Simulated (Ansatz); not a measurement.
Ansatz (a program for electronic structure) input file for Al(F)(SiH3)2 (AlFH₆Si₂), SMILES [F][Al]([SiH3])[SiH3], PBE0/def2-SVPD. The structure is a stationary point at B3LYP-D3(BJ)/def2-SVP. The structure was generated by enumeration; whether it is a known compound was not checked.

Ansatz 0.2 input:
```yaml
crystal:
  periodic: [false, false, false]
  atoms:
    - {symbol: Al, position_ang: [-0.35128087, -0.22992143, 0.02842091]}
    - {symbol: F, position_ang: [-1.75347456, -1.14342254, 0.13996537]}
    - {symbol: Si, position_ang: [-0.49575827, 1.83058711, -1.30019590]}
    - {symbol: H, position_ang: [0.83816254, 2.17703076, -1.88242673]}
    - {symbol: H, position_ang: [-0.91059849, 2.97370852, -0.42618401]}
    - {symbol: H, position_ang: [-1.48382442, 1.72192504, -2.41583389]}
    - {symbol: Si, position_ang: [1.61864513, -1.09802991, 1.21042847]}
    - {symbol: H, position_ang: [2.48402688, 0.02634942, 1.68545176]}
    - {symbol: H, position_ang: [2.44472359, -1.93107689, 0.27953848]}
    - {symbol: H, position_ang: [1.25501646, -1.94395644, 2.38703841]}
basis:
  gaussian:
    orbitals: def2-SVPD
hamiltonian:
  xc: {name: PBE0}
```

Output:

```
WARN ansatz: RAYON_NUM_THREADS=1 ignored (pool sized by the plan → 1); use --threads N
Functional definition: PBE0
integrals: 0.08 GiB planned
1304 factors; their error is unknown
mean field: 0.64 GiB planned
mean field evaluation 1: about -25144.2190 eV, gradient 3.8e1 eV
mean field evaluation 2: about -25138.3973 eV, gradient 7.3e1 eV
mean field evaluation 4: about -25146.8275 eV, gradient 1.4e0 eV
mean field evaluation 8: about -25147.0395 eV, gradient 1.4e-1 eV
mean field -25147.03955449 eV, -924.1366583517 hartree, gradient 3.6e-5 eV, S^2 0.000000; 0 other end points of the search recorded, 0 dependent functions left out
reference -25147.03960326 eV, -924.1366601443 hartree; 28, 28 occupied and 115, 115 virtual orbitals, 1304 factors
Total energy: -25147.03960326 eV, -924.1366601443 hartree
```

The calculation finished and met its thresholds.
